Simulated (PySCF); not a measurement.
**Diatomic anions of B with the fifth-period p block**

CCSD(T) with double-zeta basis sets in PySCF, for the lowest determinant that a PBE0 search found; no spin–orbit coupling. De refers to high-spin ground-configuration atoms (the charge goes to the atom of lower measured ionisation energy or higher electron affinity, which is not always the lowest computed limit).

| M | basis | reference, frozen orbitals | charged atom | state (unpaired electrons) | Re (Å) | ωe (cm⁻¹) | De (eV) |
| --- | --- | --- | --- | --- | --- | --- | --- |
| In | aug-cc-pVDZ-PP/aug-cc-pVDZ | UHF, 5 | In− | quartet (σ ↑, π ↑↑) | 2.302 | 440 | 2.47 |
| Sn | aug-cc-pVDZ-PP/aug-cc-pVDZ | ROHF, 5 | Sn− | triplet (σ ↑, π ↑) | 2.175 | 553 | 2.32 |
| Sb | aug-cc-pVDZ/aug-cc-pVDZ-PP | ROHF, 5 | Sb− | doublet (σ ↑) | 2.050 | 705 | n/a |
| Te | aug-cc-pVDZ/aug-cc-pVDZ-PP | RHF, 5 | Te− | singlet (closed shell) | 2.097 | 651 | n/a |

The shortest bond is that of BSb⁻ (2.050 Å), the longest that of InB⁻ (2.302 Å).

The state changes along the series, so neighbouring rows are not always alike in their bonding.

Correlated steps freeze 5 core orbitals. UHF and ROHF references stand side by side, which adds small steps between rows. Correlated levels converge slowly with the basis: in double zeta they bind strong bonds too weakly, by up to about 1 eV, and carry superposition errors of some tenths. These are scalar-relativistic numbers at best; spin–orbit coupling would shift them, the dissociation energy most. For an ion De counts to the pair picked by the measured ionisation energies or electron affinities, which need not be the lowest pair at this level. The CCSD T1 diagnostic is raised in BTe⁻, a sign that a single reference may not be enough there. States were picked by a PBE0 search and need not be the measured ground states.
